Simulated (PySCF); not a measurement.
PySCF input (TPSSh/def2-TZVPD):

```python
from pyscf import gto, scf, dft

mol = gto.M(
    atom='''
    C    -1.89250856   -0.24898190    0.15829436
    C    -0.77498054   -1.02860056    0.19296365
    C     0.59694303   -0.69797606    0.05745118
    C     1.07104325    0.59258622   -0.15204584
    N     1.47413724    1.67735991   -0.32843774
    H    -1.83610857    0.82274702    0.00639728
    H    -2.87552666   -0.68570982    0.28302589
    H    -0.94699913   -2.09498305    0.35168856
    H     1.33669064   -1.48573980    0.11797233
    ''',
    basis='def2-tzvpd',
    charge=-1,
    spin=0,
    verbose=4,
)

mf = dft.RKS(mol, xc='tpssh').density_fit(auxbasis='def2-universal-jkfit')
mf.grids.level = 3
mf.conv_tol = 1e-9
mf.max_cycle = 100
mf.max_memory = 1500
mf.kernel()
if not mf.converged:
    mf = mf.newton()
    mf.kernel(mf.make_rdm1())
mf.analyze()
```

Output:

```
PySCF version 2.14.0

[INPUT] verbose = 4
[INPUT] num. atoms = 9
[INPUT] num. electrons = 36
[INPUT] charge = -1
[INPUT] spin (= nelec alpha-beta = 2S) = 0
[INPUT] symmetry False subgroup None
[INPUT] Mole.unit = angstrom
[INPUT] Symbol           X                Y                Z      unit          X                Y                Z       unit  Magmom
[INPUT]  1 C     -1.892508560000  -0.248981900000   0.158294360000 AA   -3.576322866795  -0.470507600974   0.299132987463 Bohr   0.0
[INPUT]  2 C     -0.774980540000  -1.028600560000   0.192963650000 AA   -1.464500972468  -1.943773349974   0.364648450496 Bohr   0.0
[INPUT]  3 C      0.596943030000  -0.697976060000   0.057451180000 AA    1.128058838668  -1.318983594903   0.108566995733 Bohr   0.0
[INPUT]  4 C      1.071043250000   0.592586220000  -0.152045840000 AA    2.023978410064   1.119825660991  -0.287324995979 Bohr   0.0
[INPUT]  5 N      1.474137240000   1.677359910000  -0.328437740000 AA    2.785715653622   3.169750842225  -0.620657377571 Bohr   0.0
[INPUT]  6 H     -1.836108570000   0.822747020000   0.006397280000 AA   -3.469742332267   1.554766537602   0.012089107142 Bohr   0.0
[INPUT]  7 H     -2.875526660000  -0.685709820000   0.283025890000 AA   -5.433957851285  -1.295803760725   0.534841418261 Bohr   0.0
[INPUT]  8 H     -0.946999130000  -2.094983050000   0.351688560000 AA   -1.789568995901  -3.958944200106   0.664595059543 Bohr   0.0
[INPUT]  9 H      1.336690640000  -1.485739800000   0.117972330000 AA    2.525979222870  -2.807641314366   0.222935393977 Bohr   0.0

nuclear repulsion = 133.42315105132
number of shells = 85
number of NR pGTOs = 304
number of NR cGTOs = 221
basis = def2-tzvpd
ecp = {}

******** <class 'pyscf.df.df_jk.DFRKS'> ********
method = DFRKS
initial guess = minao
damping factor = 0
level_shift factor = 0
DIIS = <class 'pyscf.scf.diis.CDIIS'>
diis_start_cycle = 1
diis_space = 8
diis_damp = 0
SCF conv_tol = 1e-09
SCF conv_tol_grad = None
SCF max_cycles = 100
direct_scf = False
XC library pyscf.dft.libxc version 7.1.2
    S. Lehtola, C. Steigemann, M. J. T. Oliveira, and M. A. L. Marques,  SoftwareX 7, 1–5 (2018)
XC functionals = tpssh
    V. N. Staroverov, G. E. Scuseria, J. Tao, and J. P. Perdew,  J. Chem. Phys. 119, 12129 (2003)
radial grids:
    Treutler-Ahlrichs [JCP 102, 346 (1995); DOI:10.1063/1.469408] (M4) radial grids

becke partition: Becke, JCP 88, 2547 (1988); DOI:10.1063/1.454033
pruning grids: <function nwchem_prune>
grids dens level: 3
symmetrized grids: False
atomic radii adjust function: <function treutler_atomic_radii_adjust>
small_rho_cutoff = 0
Set gradient conv threshold to 3.16228e-05
Initial guess from minao.
tot grids = 109608
******** <class 'pyscf.df.df.DF'> ********
auxbasis = def2-universal-jkfit
init E= -210.042513868379
  HOMO = -0.226011224219206  LUMO = -0.0786606198076706  gap/eV = 4.00961
[...]
cycle= 11 E= -209.658751248469  delta_E= -4.89e-11  |g|= 8.95e-06  |ddm|= 6.28e-05
  HOMO = 0.0256553976860019  LUMO = 0.142228823184637  gap/eV = 3.17212
Extra cycle  E= -209.658751248448  delta_E= 2.03e-11  |g|= 1.26e-05  |ddm|= 4.59e-05
converged SCF energy = -209.658751248448
**** SCF Summaries ****
Total Energy =                        -209.658751248448226
Nuclear Repulsion Energy =             133.423151051320218
One-electron Energy =                 -552.897629518352915
Two-electron Energy =                  209.815727218584470
Two-electron Coulomb Energy =          240.108640423604783
DFT Exchange-Correlation Energy =      -30.292913205020309
HOMO-LUMO gap [eV] =                     3.172124480917080
**** MO energy ****
MO #1   energy= -14.0296781108671  occ= 2
MO #2   energy= -9.94158980093512  occ= 2
MO #3   energy= -9.94012165635275  occ= 2
MO #4   energy= -9.91209225999442  occ= 2
MO #5   energy= -9.90300944852523  occ= 2
MO #6   energy= -0.670513127179539 occ= 2
MO #7   energy= -0.581464122481442 occ= 2
MO #8   energy= -0.487731648843926 occ= 2
MO #9   energy= -0.379935285675131 occ= 2
MO #10  energy= -0.2818692661694   occ= 2
MO #11  energy= -0.262470526540773 occ= 2
MO #12  energy= -0.198581121593108 occ= 2
MO #13  energy= -0.168458326870456 occ= 2
MO #14  energy= -0.154826555602338 occ= 2
MO #15  energy= -0.143480528857963 occ= 2
MO #16  energy= -0.112361362213802 occ= 2
MO #17  energy= -0.0902776201160558 occ= 2
MO #18  energy= 0.0256553976860019 occ= 2
MO #19  energy= 0.142228823184637  occ= 0
MO #20  energy= 0.158154817040023  occ= 0
MO #21  energy= 0.16936810892379   occ= 0
MO #22  energy= 0.178488896718927  occ= 0
MO #23  energy= 0.198170475581117  occ= 0
MO #24  energy= 0.214572698751083  occ= 0
MO #25  energy= 0.225676884195781  occ= 0
MO #26  energy= 0.238350270379657  occ= 0
MO #27  energy= 0.267304389784094  occ= 0
MO #28  energy= 0.267991097970908  occ= 0
MO #29  energy= 0.280528527745284  occ= 0
MO #30  energy= 0.284252791740848  occ= 0
MO #31  energy= 0.293119634213292  occ= 0
MO #32  energy= 0.304029761272532  occ= 0
MO #33  energy= 0.319208735398313  occ= 0
MO #34  energy= 0.320889050815972  occ= 0
MO #35  energy= 0.340832880208935  occ= 0
MO #36  energy= 0.343378172998779  occ= 0
MO #37  energy= 0.346682753623941  occ= 0
MO #38  energy= 0.367199900127068  occ= 0
MO #39  energy= 0.371731074500603  occ= 0
MO #40  energy= 0.376853423595584  occ= 0
MO #41  energy= 0.388349072908745  occ= 0
MO #42  energy= 0.395205978920253  occ= 0
MO #43  energy= 0.418946529311394  occ= 0
MO #44  energy= 0.424768968997864  occ= 0
MO #45  energy= 0.432969272795281  occ= 0
MO #46  energy= 0.451992845455742  occ= 0
MO #47  energy= 0.462193287393179  occ= 0
MO #48  energy= 0.46427787629195   occ= 0
MO #49  energy= 0.474854108740932  occ= 0
MO #50  energy= 0.483374727388088  occ= 0
MO #51  energy= 0.486218406499143  occ= 0
MO #52  energy= 0.499427659106531  occ= 0
MO #53  energy= 0.505199401199025  occ= 0
MO #54  energy= 0.506683969716825  occ= 0
MO #55  energy= 0.520304436474834  occ= 0
MO #56  energy= 0.531672985130614  occ= 0
MO #57  energy= 0.533665069380379  occ= 0
MO #58  energy= 0.546026918233983  occ= 0
MO #59  energy= 0.555482873879965  occ= 0
MO #60  energy= 0.581493144978845  occ= 0
MO #61  energy= 0.595020124948434  occ= 0
MO #62  energy= 0.600203097345051  occ= 0
MO #63  energy= 0.610844692742525  occ= 0
MO #64  energy= 0.614980349910041  occ= 0
MO #65  energy= 0.632530453030099  occ= 0
MO #66  energy= 0.634508440778803  occ= 0
MO #67  energy= 0.654756748430525  occ= 0
MO #68  energy= 0.660576948413169  occ= 0
MO #69  energy= 0.67591625585365   occ= 0
MO #70  energy= 0.686004900454777  occ= 0
MO #71  energy= 0.687232565241325  occ= 0
MO #72  energy= 0.713732803441664  occ= 0
MO #73  energy= 0.72060807977927   occ= 0
MO #74  energy= 0.747396513984426  occ= 0
MO #75  energy= 0.75464711180577   occ= 0
MO #76  energy= 0.78574763771003   occ= 0
MO #77  energy= 0.794600446426745  occ= 0
MO #78  energy= 0.802561126662868  occ= 0
MO #79  energy= 0.810679995394022  occ= 0
MO #80  energy= 0.811859820836717  occ= 0
MO #81  energy= 0.820389913302331  occ= 0
MO #82  energy= 0.859120659671146  occ= 0
MO #83  energy= 0.867087731644232  occ= 0
MO #84  energy= 0.880117902796053  occ= 0
MO #85  energy= 0.882824404454834  occ= 0
MO #86  energy= 0.898341522745445  occ= 0
MO #87  energy= 0.915965168116596  occ= 0
MO #88  energy= 0.917777546712783  occ= 0
MO #89  energy= 0.943940937846127  occ= 0
MO #90  energy= 0.952225181517824  occ= 0
MO #91  energy= 0.971421905260211  occ= 0
MO #92  energy= 0.98094488453926   occ= 0
MO #93  energy= 1.0322101920296    occ= 0
MO #94  energy= 1.03622865230984   occ= 0
MO #95  energy= 1.04794992520846   occ= 0
MO #96  energy= 1.05449799903047   occ= 0
MO #97  energy= 1.08809969020217   occ= 0
MO #98  energy= 1.14599097753264   occ= 0
MO #99  energy= 1.15304818312907   occ= 0
MO #100 energy= 1.17152158135331   occ= 0
MO #101 energy= 1.19038892588329   occ= 0
MO #102 energy= 1.19252734579671   occ= 0
MO #103 energy= 1.23161266078102   occ= 0
MO #104 energy= 1.31159647286248   occ= 0
MO #105 energy= 1.34209419846175   occ= 0
MO #106 energy= 1.39289794450843   occ= 0
MO #107 energy= 1.41912933700257   occ= 0
[...]
```

It need not be the lowest isomer of its formula. Whether it binds its extra electron was not tested at this geometry.
